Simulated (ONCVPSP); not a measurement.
## PBE ONCV dataset for S (Z = 16), non-relativistic all-electron reference.

S, optimised norm-conserving Vanderbilt (ONCV), made with ONCVPSP 4.0.1 (PBE, non-relativistic). Core [He], reference 2s2 2p6 3s2 3p2 (charge +2). Waves: 2s+3s: rc 0.75 bohr, ncon 3, nbas 6, qcut 15.4 1/bohr, 2 projectors; 2p+3p: rc 0.80 bohr, ncon 3, nbas 6, qcut 16.7 1/bohr, 3 projectors, debl 3.6 Ha. Local part: polynomial inside 0.50 bohr (lpopt 5, dvloc0 2 Ha). Core correction: polynomial model core, fcfact 0.65.

Poles of the logarithmic derivatives, all-electron (AE) and pseudo (PS). s: poles at -6.4 (AE) and -6.4 (PS) Ha. p: poles at -5.4 (AE) and -5.4 (PS) Ha. Test radii: s 0.76, p 0.81 bohr.

- Cutoffs needed: 115 Ha and 129 Ha (the cutoffs (Ha) at which the residual kinetic energy of the hardest occupied pseudo-wave falls to 1 and 0.1 mHa per electron)
- Ghost test: no bound ghost flagged; no localised positive-energy state flagged
- Largest excitation error: +13 meV (all-electron minus pseudo) for 2s2 2p6 3s2 3p0, out of 4 test configurations
- rms error of d²Exc/dni dnj: 1.49 mHa without and 2.59 mHa with the model core
